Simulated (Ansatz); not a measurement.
Input and output for C6H18FHfN3 (`C[N](C)[Hf]([F])([N](C)C)[N](C)C`).

```yaml
crystal:
  periodic: [false, false, false]
  atoms:
    - {symbol: C, position_ang: [0.328182, 1.010503, 2.593490]}
    - {symbol: N, position_ang: [0.233933, 1.436018, 1.221058]}
    - {symbol: C, position_ang: [0.729075, 2.779458, 1.025443]}
    - {symbol: Hf, position_ang: [-0.535428, 0.490761, -0.411940]}
    - {symbol: F, position_ang: [-1.783413, 1.633235, -1.372163]}
    - {symbol: N, position_ang: [-1.438452, -1.215979, 0.238936]}
    - {symbol: C, position_ang: [-1.048526, -2.594982, 0.097733]}
    - {symbol: C, position_ang: [-2.708586, -1.068586, 0.912215]}
    - {symbol: N, position_ang: [1.030763, -0.059571, -1.593521]}
    - {symbol: C, position_ang: [2.450309, 0.003777, -1.360416]}
    - {symbol: C, position_ang: [0.710428, -0.552120, -2.913810]}
    - {symbol: H, position_ang: [1.370578, 1.007536, 2.946106]}
    - {symbol: H, position_ang: [-0.065458, -0.001657, 2.708527]}
    - {symbol: H, position_ang: [-0.237430, 1.672832, 3.266370]}
    - {symbol: H, position_ang: [0.632722, 3.089059, -0.023253]}
    - {symbol: H, position_ang: [0.177588, 3.514985, 1.629103]}
    - {symbol: H, position_ang: [1.793636, 2.865327, 1.289396]}
    - {symbol: H, position_ang: [-0.093046, -2.671164, -0.425690]}
    - {symbol: H, position_ang: [-1.793015, -3.174082, -0.469535]}
    - {symbol: H, position_ang: [-0.935697, -3.086325, 1.075900]}
    - {symbol: H, position_ang: [-2.994184, -0.011870, 0.993711]}
    - {symbol: H, position_ang: [-3.521632, -1.580367, 0.376837]}
    - {symbol: H, position_ang: [-2.678693, -1.473316, 1.934792]}
    - {symbol: H, position_ang: [2.955229, 0.655959, -2.089183]}
    - {symbol: H, position_ang: [2.918431, -0.989071, -1.438380]}
    - {symbol: H, position_ang: [2.657346, 0.392347, -0.360988]}
    - {symbol: H, position_ang: [1.139364, 0.079347, -3.705538]}
    - {symbol: H, position_ang: [1.080958, -1.576283, -3.069278]}
    - {symbol: H, position_ang: [-0.374972, -0.575771, -3.075930]}
basis:
  gaussian: {orbitals: def2-mTZVP}
hamiltonian: {xc: {name: r2SCAN}, pseudopotentials: {relativity: none}}
accuracy: high
output: {forces: true}
```

```sh
$ ansatz run in.yaml --threads 11 --pin off --events-out ev --progress --plain --max-ram 166912MiB --backend cuda --devices 0, --max-vram 75GiB
```

Shortened log:

```
Functional definition: r2SCAN
6077 factors; integrals over basis functions are off by at most 1.8e-6 eV
mean field evaluation 1: about -14973.6440 eV, gradient 1.3e2 eV
mean field evaluation 2: about -14811.3895 eV, gradient 2.9e2 eV
mean field evaluation 4: about -15009.4510 eV, gradient 2.2e1 eV
mean field evaluation 8: about -15010.5393 eV, gradient 4.0e-1 eV
mean field evaluation 16: about -15010.5575 eV, gradient 4.5e-4 eV
mean field -15010.55754628 eV, -551.6278153046 hartree, gradient 3.7e-8 eV, S^2 0.000000; 0 other end points of the search recorded, 0 dependent functions left out
reference -15010.55754785 eV, -551.6278153622 hartree; 48, 48 occupied and 232, 232 virtual orbitals, 6077 factors
Total energy: -15010.55754785 eV, -551.6278153622 hartree
Atom 0 at     0.328182     1.010503     2.593490 Å, force     0.008057    -0.076574     0.214504 eV/Å
Atom 1 at     0.233933     1.436018     1.221058 Å, force    -0.040374    -0.116269    -0.080347 eV/Å
Atom 2 at     0.729075     2.779458     1.025443 Å, force     0.060331     0.208946    -0.043422 eV/Å
Atom 3 at    -0.535428     0.490761    -0.411940 Å, force     0.047357    -0.042141     0.036851 eV/Å
Atom 4 at    -1.783413     1.633235    -1.372163 Å, force    -0.187058     0.171300    -0.144139 eV/Å
Atom 5 at    -1.438452    -1.215979     0.238936 Å, force     0.113521     0.082600    -0.042554 eV/Å
Atom 6 at    -1.048526    -2.594982     0.097733 Å, force     0.069646    -0.214771    -0.030030 eV/Å
Atom 7 at    -2.708586    -1.068586     0.912215 Å, force    -0.198787     0.037418     0.089823 eV/Å
Atom 8 at     1.030763    -0.059571    -1.593521 Å, force    -0.068209     0.027900     0.126454 eV/Å
Atom 9 at     2.450309     0.003777    -1.360416 Å, force     0.221961     0.016619     0.046391 eV/Å
Atom 10 at     0.710428    -0.552120    -2.913810 Å, force    -0.063488    -0.061390    -0.202584 eV/Å
Atom 11 at     1.370578     1.007536     2.946106 Å, force     0.046762     0.001052     0.023551 eV/Å
Atom 12 at    -0.065458    -0.001657     2.708527 Å, force    -0.009280    -0.028073     0.006160 eV/Å
Atom 13 at    -0.237430     1.672832     3.266370 Å, force    -0.023881     0.031463     0.041365 eV/Å
Atom 14 at     0.632722     3.089059    -0.023253 Å, force     0.000413     0.019520    -0.039544 eV/Å
Atom 15 at     0.177588     3.514985     1.629103 Å, force    -0.016578     0.041287     0.027251 eV/Å
Atom 16 at     1.793636     2.865327     1.289396 Å, force     0.046935     0.011520     0.013774 eV/Å
Atom 17 at    -0.093046    -2.671164    -0.425690 Å, force     0.025936    -0.005151    -0.012870 eV/Å
Atom 18 at    -1.793015    -3.174082    -0.469535 Å, force    -0.034956    -0.036804    -0.024770 eV/Å
Atom 19 at    -0.935697    -3.086325     1.075900 Å, force     0.003497    -0.029785     0.042571 eV/Å
Atom 20 at    -2.994184    -0.011870     0.993711 Å, force    -0.017875     0.039258     0.007894 eV/Å
Atom 21 at    -3.521632    -1.580367     0.376837 Å, force    -0.043453    -0.023529    -0.014401 eV/Å
Atom 22 at    -2.678693    -1.473316     1.934792 Å, force    -0.006662    -0.020049     0.045244 eV/Å
Atom 23 at     2.955229     0.655959    -2.089183 Å, force     0.033712     0.028973    -0.035331 eV/Å
Atom 24 at     2.918431    -0.989071    -1.438380 Å, force     0.028743    -0.043214    -0.005825 eV/Å
Atom 25 at     2.657346     0.392347    -0.360988 Å, force     0.008559     0.009045     0.026581 eV/Å
Atom 26 at     1.139364     0.079347    -3.705538 Å, force     0.018762     0.019894    -0.043790 eV/Å
Atom 27 at     1.080958    -1.576283    -3.069278 Å, force     0.017843    -0.044220    -0.014878 eV/Å
Atom 28 at    -0.374972    -0.575771    -3.075930 Å, force    -0.041435    -0.004827    -0.013928 eV/Å
Dipole moment:     0.277293    -0.254101     0.213331 e Å
```

Hardware: 11 threads of an AMD EPYC 7R13 on a shared host and a whole NVIDIA H100 80 GB. Wall time 6.5 s, peak host memory 1.9 GiB.
